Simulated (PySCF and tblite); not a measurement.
The numbers below are computed, except where a source is named.
C7H11F, numbered as in [F:1][C@@H:2]1[CH:3]=[CH:4][CH2:5][CH2:6][CH2:7][CH2:8]1.

Conformers came from 60 starts (ETKDG and KDG, MMFF94s, GFN2-xTB); geometries are GFN2-xTB. Energies: PBE0-D3(BJ)/pcSseg-1 (IEF-PCM, acetonitrile), with GFN2-xTB thermal terms (modes under about 100 cm⁻¹ blended into free rotors). Symmetry numbers and mirror images are counted. Conformers within 2.5 kcal/mol (GFN2-xTB free energy) were kept, 4 at most. GIAO shieldings: PBE0/pcSseg-1 (IEF-PCM, acetonitrile). Shifts are against TMS (¹H), TMS (¹³C), CFCl3 (¹⁹F) at the same level; of two unlike H on one atom, a is the less shielded. (PySCF 2.14, tblite 0.8.)

The 7-ring runs over atoms 2–3–4–5–6–7–8.

| conformer | shape | symmetry | E(GFN2) kcal/mol | E(DFT) kcal/mol |
| --- | --- | --- | --- | --- |
| 1 | 7-ring puckered (ring torsions 0, 61, -78, 67, -67, 79, -63°) | C1 | 0.00 | 0.00 |
| 2 | 7-ring puckered (ring torsions -4, -29, 80, -45, -43, 84, -35°) | C1 | 1.43 | 0.87 |
| 3 | 7-ring puckered (ring torsions -2, -60, 78, -69, 67, -75, 61°) | C1 | 2.21 | 1.20 |

(1) How much do the weights at 298.15 K and the averaged shift of H6b depend on how the conformers are weighted?

Results:

(1) 
```csv
weighting,1 (%),2 (%),3 (%),δ (ppm),rms dipole (D)
"DFT energy with thermal terms, symmetry and mirror images (full scheme)",77,16,7,1.24,2.77
DFT energy with symmetry and mirror images,73,17,10,1.26,2.76
bare DFT energy,73,17,10,1.26,2.76
GFN2-xTB energy with symmetry and mirror images,90,8,2,1.13,2.79
GFN2-xTB free energy,91,7,2,1.12,2.79
leading conformer alone,100,0,0,1.05,2.79
equal weights,33,33,33,1.59,2.63
"full scheme, search stopped after three starts",0,69,31,1.86,2.69
```

The largest departure from the full scheme, 0.62 ppm, comes with: full scheme, search stopped after three starts.
